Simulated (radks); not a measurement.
Coulomb parameter of the 5d shell of neutral lutetium in the model configuration [Xe] 4f14 5d2 6s1, as a second difference U = [E(n + 0.25) + E(n - 0.25) - 2 E(n)] / (0.25)^2 with all orbitals relaxed. "Bare": the charge of the atom changes with n. "Screened": the 6s shell takes up the change at fixed total charge, which measures U(5d,5d) + U(6s,6s) - 2 U(5d,6s). All-electron calculation, scalar-relativistic Kohn-Sham, SCAN, spin-unpolarised, spherical densities, finite nucleus; meta-GGA in the generalised Kohn-Sham scheme; Fermi nuclear charge, rms radius 5.37 fm. Program: a radial shooting solver on a logarithmic mesh with Libxc functionals.

case,configuration,E - E(n) (eV)
start,[Xe] 4f14 5d2 6s1,0.000
bare +0.25,[Xe] 4f14 5d2.25 6s1,-0.168
bare -0.25,[Xe] 4f14 5d1.75 6s1,0.463
screened +0.25,[Xe] 4f14 5d2.25 6s0.75,0.803
screened -0.25,[Xe] 4f14 5d1.75 6s1.25,-0.818

U(bare) = 4.712 eV, U(screened by 6s) = -0.233 eV, against the Slater integral F0(5d,5d) = 8.041 eV with frozen orbitals. The step up makes a negative ion, whose loosely bound charge lowers the bare value.
